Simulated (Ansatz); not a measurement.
Reaction (substitution at a C–O bond): `CCOC(F)F` + `[OH][GeH3]` → `CC[O][GeH3]` + `OC(F)F`

Calculated with Ansatz (gas phase, PBE0-D4/def2-TZVP geometries, no zero-point term in ΔE). CCSD(T)/CBS is the MP2 limit (def2-TZVPP, def2-QZVPP) plus CCSD(T) − MP2 in def2-TZVPP, frozen cores. Functionals use def2-TZVPP. B3LYP here is the variant with VWN-RPA as its local correlation; programs differ in this. For Ge outer-core shells are correlated without core-valence functions, which leaves a few kJ/mol of doubt a bond. Scalar relativity is left out up to krypton. One conformer a species, not always the lowest.

| level | ΔE (kJ/mol) | difference from CCSD(T)/CBS |
| --- | --- | --- |
| LDA (SPW92) | 0.0 | -1.1 |
| PBE-D4 | -1.3 | -2.4 |
| B97M-V | 1.8 | 0.7 |
| r2SCANh-D4 | 1.2 | 0.1 |
| PBE | -0.3 | -1.4 |
| r2SCAN | 1.4 | 0.3 |
| PBE0 | 0.5 | -0.6 |
| B3LYP | 1.0 | -0.1 |
| r2SCAN0 | 1.5 | 0.4 |
| CAM-B3LYP | 1.7 | 0.6 |
| LC-ωPBE | 1.1 | 0.0 |
| MP2/def2-TZVPP | -0.1 | -1.2 |
| SCS-MP2/def2-TZVPP | 0.4 | -0.7 |
| CCSD(T)/def2-TZVPP | 0.3 | -0.8 |
| MP2/def2-QZVPP | 0.6 | -0.5 |
| CCSD/CBS(def2) | 1.5 | 0.4 |
| CCSD(T)/CBS | 1.1 | 0 |

Largest T1 diagnostic among the species: 0.012.

At CCSD(T), def2-SVP lies −7.1 kJ/mol from the extrapolated value and def2-TZVPP −0.8 kJ/mol. Leaving LDA and LC-ωPBE aside and taking each functional with its dispersion term where it has one, the values, not all of them listed here, spread over 4.1 kJ/mol, from revPBE-D4 to B97M-V.
